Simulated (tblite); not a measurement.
Species: C5H8BFO.
SMILES with atom numbers: `[BH2:1][O:2][C@@H:3]([CH3:4])[C@@H:5]([F:6])[C:7]#[CH:8]` (hydrogens: H9, H10 on B1; H11 on C3; H12, H13, H14 on C4; H15 on C5; H16 on C8)

Computed with GFN2-xTB (tblite), gas phase: L-BFGS steps from a force-field or distance-geometry start until the largest atomic force falls under 0.01 eV/Å.

Step 29: E = -674.4065 eV
```
atom  x, y, z in Å  |  force x, y, z in eV/Å
B1     -2.5548    0.2935   -0.5970   -0.180   0.050  -0.087
O2     -1.3219   -0.0995   -0.8742    0.043   0.118   0.159
C3     -0.3175   -0.2964    0.0920    0.083   0.030   0.014
C4      0.6554   -1.3526   -0.4341    0.061  -0.092   0.054
C5      0.4532    1.0306    0.3302   -0.004  -0.089  -0.036
F6     -0.3894    2.0216    0.8025   -0.022  -0.172  -0.026
C7      1.5177    0.7895    1.2908   -0.010  -0.053  -0.021
C8      2.3233    0.5128    2.1320   -0.002   0.031  -0.023
H9     -2.9570    0.4915    0.4967    0.078  -0.069  -0.054
H10    -3.2336    0.4124   -1.5452   -0.047   0.041   0.030
H11    -0.7503   -0.6364    1.0502   -0.038   0.194  -0.168
H12     1.4243   -0.8999   -1.0538    0.022   0.005  -0.033
H13     0.1153   -2.0738   -1.0436   -0.044   0.006   0.086
H14     1.1270   -1.8653    0.3982    0.078  -0.033  -0.042
H15     0.8433    1.4003   -0.6345   -0.017  -0.026   0.163
H16     3.0576    0.2807    2.8458   -0.002   0.060  -0.016
```

Step 30: E = -674.4150 eV
```
atom  x, y, z in Å  |  force x, y, z in eV/Å
B1     -2.5454    0.2942   -0.6023   -0.235   0.100  -0.008
O2     -1.3124   -0.0929   -0.8868    0.005   0.111   0.123
C3     -0.3178   -0.3012    0.0861    0.091   0.031   0.005
C4      0.6566   -1.3602   -0.4325    0.004  -0.038   0.037
C5      0.4478    1.0233    0.3340    0.038  -0.033  -0.007
F6     -0.3974    2.0146    0.7982   -0.076  -0.158   0.032
C7      1.5088    0.7860    1.3001    0.047  -0.050  -0.023
C8      2.3279    0.5238    2.1333   -0.030   0.024  -0.055
H9     -2.9451    0.4614    0.5013    0.095  -0.081  -0.122
H10    -3.2300    0.4540   -1.5406   -0.014   0.007   0.022
H11    -0.7635   -0.6396    1.0363   -0.044   0.153  -0.104
H12     1.4202   -0.9077   -1.0623   -0.028  -0.055   0.001
H13     0.1026   -2.0836   -1.0297    0.057   0.007   0.111
H14     1.1330   -1.8592    0.4071    0.059  -0.037  -0.103
H15     0.8363    1.4007   -0.6261    0.055  -0.048   0.107
H16     3.0708    0.2954    2.8398   -0.023   0.066  -0.015
```

Step 31: E = -674.4222 eV
```
atom  x, y, z in Å  |  force x, y, z in eV/Å
B1     -2.5410    0.2964   -0.6056   -0.097   0.090   0.060
O2     -1.3041   -0.0805   -0.8946   -0.081   0.090   0.023
C3     -0.3158   -0.3034    0.0798    0.052   0.012   0.000
C4      0.6576   -1.3672   -0.4306   -0.035   0.031   0.004
C5      0.4451    1.0159    0.3370    0.065   0.018   0.035
F6     -0.4074    2.0027    0.7941   -0.111  -0.113   0.093
C7      1.5018    0.7816    1.3074    0.094  -0.028  -0.019
C8      2.3321    0.5331    2.1340   -0.042   0.014  -0.067
H9     -2.9369    0.4362    0.5010    0.068  -0.079  -0.074
H10    -3.2257    0.4861   -1.5319   -0.058   0.003  -0.085
H11    -0.7761   -0.6377    1.0202   -0.047   0.087   0.014
H12     1.4174   -0.9162   -1.0684   -0.059  -0.095   0.013
H13     0.0933   -2.0922   -1.0164    0.112  -0.014   0.105
H14     1.1391   -1.8547    0.4129    0.040  -0.045  -0.118
H15     0.8314    1.4000   -0.6179    0.132  -0.039   0.025
H16     3.0815    0.3089    2.8350   -0.034   0.067  -0.009
```

**Question.** Estimate the geometry and energy of step 32. (The exact step hangs on the optimiser's Hessian estimate; all steps are aligned on step 31, rigid shifts and turns removed.)

**Answer.** E = -674.4270 eV, largest force 0.194 eV/Å
```
atom  x, y, z in Å  |  force x, y, z in eV/Å
B1     -2.5382    0.3063   -0.6065   -0.135   0.102   0.066
O2     -1.2999   -0.0659   -0.8954   -0.054   0.039  -0.065
C3     -0.3146   -0.3100    0.0783   -0.038   0.007  -0.028
C4      0.6598   -1.3741   -0.4268   -0.052   0.059  -0.006
C5      0.4410    1.0069    0.3392    0.050   0.056   0.041
F6     -0.4236    1.9871    0.7869   -0.089  -0.081   0.133
C7      1.4968    0.7807    1.3104    0.090   0.005  -0.032
C8      2.3355    0.5431    2.1310   -0.018   0.001  -0.041
H9     -2.9378    0.3983    0.5081    0.060  -0.064  -0.173
H10    -3.2129    0.5448   -1.5360    0.016  -0.041   0.043
H11    -0.7869   -0.6428    1.0102   -0.046   0.042   0.102
H12     1.4126   -0.9233   -1.0725   -0.056  -0.100  -0.008
H13     0.0950   -2.1074   -0.9999    0.111  -0.038   0.082
H14     1.1523   -1.8491    0.4179    0.012  -0.040  -0.114
H15     0.8232    1.3895   -0.6164    0.176  -0.010  -0.007
H16     3.0901    0.3247    2.8275   -0.026   0.063   0.006
```

The energy changes by -0.0048 eV. The first-order estimate −F·Δx gives -0.0085 eV and the mean of the old and new forces, exact on a quadratic surface, -0.0047 eV. The step makes an angle of 78° with the force vector and moves no atom by more than 0.060 Å.

What follows is the cost of the whole relaxation. The run took 1.8 s wall, 1.6 s CPU on Intel Xeon at 2.50 GHz, one thread, no GPU, on a shared host.
